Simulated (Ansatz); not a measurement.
These are frozen-core CCSD(T)/cc-pVTZ // PBE-D3(BJ)/def2-TZVP run with Ansatz (an electronic-structure program) values and carry that method's errors.

Ansatz 0.2 input:
```yaml
crystal:
  periodic: [false, false, false]
  atoms:
    - { symbol: N, position_ang: [3.041844, -0.030112, -0.555821] }
    - { symbol: C, position_ang: [1.960592, 0.318383, -0.265645] }
    - { symbol: O, position_ang: [0.775739, 0.706978, 0.054841] }
    - { symbol: C, position_ang: [-0.32257, -0.378887, -0.188299] }
    - { symbol: N, position_ang: [-1.57318, 0.090547, 0.172114] }
    - { symbol: H, position_ang: [-0.001301, -1.229205, 0.424357] }
    - { symbol: H, position_ang: [-0.250452, -0.600165, -1.259484] }
    - { symbol: H, position_ang: [-1.930966, 0.85317, -0.397684] }
    - { symbol: H, position_ang: [-1.699711, 0.269288, 1.165248] }
basis:
  gaussian: { orbitals: cc-pVTZ }
correlation:
  method: ccsd_t
```

Output:

```
Functional definition: HF
1205 factors; integrals over basis functions are off by at most 1.2e-3 eV
mean field evaluation 1: about -7121.5758 eV, gradient 4.3e1 eV
mean field evaluation 2: about -7121.8926 eV, gradient 4.4e1 eV
mean field evaluation 4: about -7126.0543 eV, gradient 6.1e0 eV
mean field evaluation 8: about -7126.1811 eV, gradient 6.1e-1 eV
mean field evaluation 16: about -7126.1831 eV, gradient 2.2e-6 eV
mean field -7126.18308810 eV, -261.8823981874 hartree, gradient 2.2e-6 eV, S^2 0.000000; 0 other end points of the search recorded, 0 dependent functions left out
5 core orbitals not correlated
reference -7126.18308810 eV, -261.8823981874 hartree; 14, 14 occupied and 187, 187 virtual orbitals, 1205 factors
second order -26.09511916 eV of doubles, -0.00000000 eV of singles
cycle   1  -25.55345791 eV  change    5.4e-1 eV  update   1.2e-1
cycle   2  -26.28161716 eV  change   -7.3e-1 eV  update   3.9e-2
cycle   3  -26.45053628 eV  change   -1.7e-1 eV  update   1.8e-2
cycle   4  -26.43741144 eV  change    1.3e-2 eV  update   4.7e-3
cycle   5  -26.43724848 eV  change    1.6e-4 eV  update   2.1e-3
cycle   6  -26.43884570 eV  change   -1.6e-3 eV  update   6.2e-4
cycle   7  -26.43852836 eV  change    3.2e-4 eV  update   2.5e-4
cycle   8  -26.43839512 eV  change    1.3e-4 eV  update   8.6e-5
cycle   9  -26.43841726 eV  change   -2.2e-5 eV  update   3.1e-5
perturbative correction -1.22717687 eV, -0.0450979180 hartree
Total energy: -7153.84868223 eV, -262.8990900190 hartree
```

Cost: around 4 core-minutes (rough).
